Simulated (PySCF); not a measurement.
## SMILES C=C[C@@H]1O[SiH2]O[C@H]1C, C5H10O2Si

Geometry (Å), atoms numbered from 1 in this order:
```xyz
18

C     2.473   -0.793   -0.594
C     1.819    0.077    0.149
C     0.423   -0.111    0.667
O    -0.078   -1.396    0.430
Si   -1.107   -1.425   -0.843
O    -1.177    0.195   -1.064
C    -0.550    0.892   -0.024
C    -1.586    1.432    0.953
H     3.470   -0.598   -0.951
H     2.036   -1.740   -0.860
H     2.259    1.026    0.428
H     0.417    0.053    1.753
H    -0.535   -2.007   -2.045
H    -2.359   -1.997   -0.374
H     0.011    1.720   -0.474
H    -2.323    2.021    0.413
H    -1.111    2.057    1.705
H    -2.092    0.599    1.437
```

Level of theory: TDDFT wB97X-D/def2-SVPD circular dichroism and optical rotation, one conformer, gas phase in PySCF 2.14.0. Geometry: GFN2-xTB.

The molecule is flexible and this is one conformer; a measurement averages over conformers.

Problem. Draw the ECD and absorption spectra from the lowest 8 states, each a Gaussian of half-width 0.3 eV at 1/e height.

Solution. 
| E (eV) | λ (nm) | Δε (L mol⁻¹ cm⁻¹) | ε (L mol⁻¹ cm⁻¹) |
| --- | --- | --- | --- |
| 6.79 | 183 | -1.13 | 76.5 |
| 6.94 | 179 | -5.08 | 590 |
| 7.09 | 175 | -14.86 | 2930 |
| 7.24 | 171 | -29.07 | 9120 |
| 7.39 | 168 | -38.35 | 17600 |
| 7.54 | 165 | -33.01 | 21200 |
| 7.69 | 161 | -16.38 | 16200 |
| 7.84 | 158 | -0.81 | 9070 |
| 7.99 | 155 | +8.35 | 5390 |

Δε uses R in velocity form, ε uses f in length form. Only the states computed contribute, so the short-wavelength end is incomplete.
